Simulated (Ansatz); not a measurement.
YS, multiplicity 2 (lowest of 2S+1 = 2, 4, 6 at CCSD(T)/def2-TZVPP on PBE0 minima; our sources give no spin for the ground state, which may be another), most abundant isotopes (88.9058 and 31.9721 u). Constants from fifth-degree fits in 1/R to seven points on the lowest solution found; no spin–orbit coupling, no relativity up to Kr; ω_e x_e and α_e move by some per cent with the fit.

Correlated levels freeze the inner cores; with def2 sets outer-core shells near the valence are correlated too. CBS(a, b) extrapolates the correlation energy as X⁻³ and adds the Hartree–Fock energy of set b.

Run with Ansatz (Gaussian basis) for Hartree–Fock, density functionals and correlated methods. Values without a source in brackets are computed. In def2 rows elements past Kr take small-core potentials, without spin–orbit coupling.

| level | r_e (Å) | ω_e (cm⁻¹) | ω_e x_e (cm⁻¹) | α_e (cm⁻¹) |
|---|---|---|---|---|
| PBE/def2-TZVPP | 2.2790 | 484.2 | 1.18 | 0.000454 |
| CCSD(T)/CBS(def2-TZVPP, def2-QZVPP) | 2.2772 | 494.6 | 1.06 | 0.000410 |

Problem. Derive the rotational constants, the centrifugal constant, the fundamental, the zero-point energy and the force constant.

Solution. 
μ = 23.51549 u.
- PBE/def2-TZVPP: B_e = 16.8576/(μ r_e²) = 0.13802 cm⁻¹; B₀ = B_e − α_e/2 = 0.13779 cm⁻¹; D = 4B_e³/ω_e² = 4.49e-08 cm⁻¹; fundamental ω_e − 2ω_e x_e = 482 cm⁻¹; zero-point energy ω_e/2 − ω_e x_e/4 = 242 cm⁻¹; k = μ(2πcω_e)² = 325 N/m
- CCSD(T)/CBS(def2-TZVPP, def2-QZVPP): B_e = 16.8576/(μ r_e²) = 0.13824 cm⁻¹; B₀ = B_e − α_e/2 = 0.13804 cm⁻¹; D = 4B_e³/ω_e² = 4.32e-08 cm⁻¹; fundamental ω_e − 2ω_e x_e = 492 cm⁻¹; zero-point energy ω_e/2 − ω_e x_e/4 = 247 cm⁻¹; k = μ(2πcω_e)² = 339 N/m

Ansatz is a first-principles code.
